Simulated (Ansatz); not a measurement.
Calculated with Ansatz (gas phase, PBE0-D4/def2-TZVP geometries, no zero-point term in ΔE). CCSD(T)/CBS adds triple-zeta CCSD(T) − MP2 to the extrapolated MP2 energy (def2 sets, frozen cores). Functionals use def2-TZVPP. One conformer a species, not always the lowest.

`CN[SiH2]OC` + `CCOCF` → `CCO[SiH2]OC` + `CNCF`  (formal exchange of groups at the Si–N bond)

Question: Is it downhill or uphill in electronic energy at CCSD(T)/CBS, and by how much? (An estimate is asked.)

Answer: The calculation gave: Downhill: ΔE = -58.9 kJ/mol.

Question: What do these levels give: PBE-D4, r2SCAN, CCSD/def2-TZVPP, CCSD(T)/def2-TZVPP, SCS-MP2/def2-QZVPP, CCSD/CBS(def2)? (Estimate.)

Answer: The calculation gave: PBE-D4 -54.4, r2SCAN -57.9, CCSD/def2-TZVPP -58.4, CCSD(T)/def2-TZVPP -57.6, SCS-MP2/def2-QZVPP -60.7, CCSD/CBS(def2) -59.7 kJ/mol.

Largest T1 diagnostic among the species: 0.011.
